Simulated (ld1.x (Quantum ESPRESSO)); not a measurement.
# Pt, ultrasoft: configuration errors across variants

| Item | Value |
| --- | --- |
| Element | Pt (Z = 78) |
| Generator | ld1.x (Quantum ESPRESSO) 7.5 |
| Type | ultrasoft |
| Functional | BLYP |
| Relativity | scalar-relativistic |
| Frozen core | [Xe] 4f14 |
| Valence charge | 10 |
| Reference configuration | 5d9 6s0.75 6p0 (charge +0.25) |
| Partial waves | 6s (bound): rcut 1.55, rcutus 2.15 bohr; 6s channel at 0.1 Ry: rcut 1.55, rcutus 2.15 bohr; 6p (bound, empty): rcut 3.35, rcutus 4.10 bohr; 6p channel at 2.9 Ry: rcut 3.35, rcutus 4.10 bohr; 5d (bound): rcut 1.15, rcutus 1.45 bohr; 5d channel at 1.15 Ry: rcut 1.15, rcutus 1.45 bohr |
| Local potential | all-electron potential smoothed inside 1.95 bohr (lloc = -1) |
| Core correction | Bessel-smoothed model core, default radius (core density twice the valence density) |
| Augmentation charge | PSQ, radius 0.90 bohr |

All-electron excitation energies from the reference (eV): (1) 5d9 6s1 6p0 -1.631; (2) 5d9 6s0 6p0 7.611; (3) 5d8 6s0 6p0 27.489; (4) 5d10 6s0 6p0 -1.538; (5) 5d9 6s0 6p1 3.404; (6) 5d8 6s1 6p0 9.414; (7) 5d8 6s1 6p1 4.794.

3 further variants failed, have other tests or too few solved ones, and are left out.

A true bound ghost makes a file unfit for plane-wave use even where its test errors are small: the radial tests pick states by their node count and pass the ghost by.

Errors AE − PS in meV (a dash: test not solved or not reliable):

| change | (1) | (2) | (3) | (4) | (5) | (6) | (7) | bound ghosts |
| --- | --- | --- | --- | --- | --- | --- | --- | --- |
| base | +0.4 | -6.5 | -39 | -19 | -2.9 | -25 | -24 | s |
| waves 6s (bound): rcut 1.55, rcutus 2.36 bohr; 6s channel at 0.1 Ry: rcut 1.55, rcutus 2.36 bohr | +0.4 | -6.2 | -39 | -18 | -2.7 | -25 | -24 | s |
| waves 6s (bound): rcut 1.55, rcutus 2.94 bohr; 6s channel at 0.1 Ry: rcut 1.55, rcutus 2.94 bohr | -12 | -129 | -147 | -144 | -118 | – | – | s |
| waves 6s (bound): rcut 1.55, rcutus 3.18 bohr; 6s channel at 0.1 Ry: rcut 1.55, rcutus 3.18 bohr | – | – | – | – | – | – | – | s |

(1) Give the same row for: waves 6s (bound): rcut 1.55, rcutus 2.52 bohr; 6s channel at 0.1 Ry: rcut 1.55, rcutus 2.52 bohr.

## Answers

(1) +0.1, -11, -42, -23, -6.6, -28, -26; bound ghosts: s.
